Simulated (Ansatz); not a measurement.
```yaml
crystal:
  periodic: [false, false, false]
  atoms:
    - {symbol: N, position_ang: [-1.262950, 1.623220, 0.220143]}
    - {symbol: C, position_ang: [0.060627, 0.906774, -0.395636]}
    - {symbol: N, position_ang: [0.584272, -0.256733, 0.586386]}
    - {symbol: Al, position_ang: [0.869568, -2.175734, 0.181565]}
    - {symbol: H, position_ang: [-1.553368, 2.533930, -0.390630]}
    - {symbol: H, position_ang: [-2.140067, 0.903209, 0.213722]}
    - {symbol: H, position_ang: [0.906144, 1.789397, -0.536028]}
    - {symbol: H, position_ang: [-0.112095, 0.402964, -1.507937]}
    - {symbol: H, position_ang: [0.752761, 0.150729, 1.630079]}
    - {symbol: H, position_ang: [0.493638, -2.726979, -1.462962]}
    - {symbol: H, position_ang: [1.474721, -3.214616, 1.484593]}
basis:
  gaussian: {orbitals: cc-pVTZ}
hamiltonian: {xc: {name: r2SCANh}, dispersion: d4}
output: {forces: true}
```

```sh
$ ansatz run in.yaml --threads 2 --pin off --events-out ev --progress --plain --max-ram 4352MiB
```

It prints (some lines left out):

```
Functional definition: r2SCANh
1207 factors; their error is unknown
mean field evaluation 1: about -10714.4361 eV, gradient 6.7e1 eV
mean field evaluation 2: about -10666.7889 eV, gradient 1.3e2 eV
mean field evaluation 4: about -10723.4225 eV, gradient 1.5e1 eV
mean field evaluation 8: about -10723.8563 eV, gradient 1.7e-1 eV
mean field evaluation 16: about -10723.8424 eV, gradient 2.9e-4 eV
mean field -10723.84243167 eV, -394.0939404824 hartree, gradient 2.1e-5 eV, S^2 0.000000; 0 other end points of the search recorded, 0 dependent functions left out
reference -10723.84244622 eV, -394.0939410171 hartree; 20, 20 occupied and 202, 202 virtual orbitals, 1207 factors
Total energy: -10723.88984685 eV, -394.0956829582 hartree
Atom 0 at    -1.262950     1.623220     0.220143 Å, force    -0.565313    -0.827627    -2.152454 eV/Å
Atom 1 at     0.060627     0.906774    -0.395636 Å, force     0.019470    -0.204766    -0.109152 eV/Å
Atom 2 at     0.584272    -0.256733     0.586386 Å, force    -0.362331     1.058651     0.442057 eV/Å
Atom 3 at     0.869568    -2.175734     0.181565 Å, force    -0.302584     1.532627     0.234016 eV/Å
Atom 4 at    -1.553368     2.533930    -0.390630 Å, force     0.991405    -3.190864     1.598725 eV/Å
Atom 5 at    -2.140067     0.903209     0.213722 Å, force     2.940315     2.257679    -0.393291 eV/Å
Atom 6 at     0.906144     1.789397    -0.536028 Å, force    -2.268196    -2.269040     0.581166 eV/Å
Atom 7 at    -0.112095     0.402964    -1.507937 Å, force     0.402600     1.133192     2.972678 eV/Å
Atom 8 at     0.752761     0.150729     1.630079 Å, force    -0.622325    -1.228801    -3.544522 eV/Å
Atom 9 at     0.493638    -2.726979    -1.462962 Å, force     0.400047     0.603684     1.725789 eV/Å
Atom 10 at     1.474721    -3.214616     1.484593 Å, force    -0.633088     1.135265    -1.355012 eV/Å
Dipole moment:    -0.074853     0.097826    -0.166051 e Å
```

It took 8 s on 2 threads of an Arm Neoverse V1 on a shared host, with 0.54 GiB of host memory at the peak.
